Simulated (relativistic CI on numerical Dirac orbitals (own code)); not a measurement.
Calculated at this level of theory: Dirac-Coulomb-Breit CI, KLI orbitals optimised for each configuration, QED by a radiative potential, unscaled Slater integrals (own radial code, finite nucleus).

The strongest absorption lines from the ground level of an ion, among the configurations computed and to levels below about 356 eV (vacuum wavelength in nm, gf): 7.4748 (0.0039), 8.1992 (0.0006), 8.6720 (0.0013), 9.2495 (0.57), 9.9787 (0.16), 11.201 (0.037), 13.688 (0.11).

(1) Which ion is it?
A. Zr XXVII
B. Ru XXXI
C. Kr XXIII
D. Mo XXIX

Results:

(1) A. Zr XXVII has 14 electrons and the ground level 3s2.3p2 3P_0; the strongest line goes to 3s2.3p.3d 3D°_1. The pattern of lines fixes the number of electrons, and along that sequence the line energies rise steadily with the charge (about as its square where n changes within one kind of shell, about linearly where n is kept but much faster in heavy ions where fine structure, which grows about as Z⁴, sets the gap, and irregularly where shells cross), which fixes Z. Configurations outside the model, such as inner-shell arrays, can give stronger lines. At this charge energies of transitions that change n are usually good to better than 1 %, and those within a shell (Δn = 0) to a few per cent.

LS names give the leading component of a level, which can be under half, so a name can repeat, a term be missing and a line seem to break the LS rules.
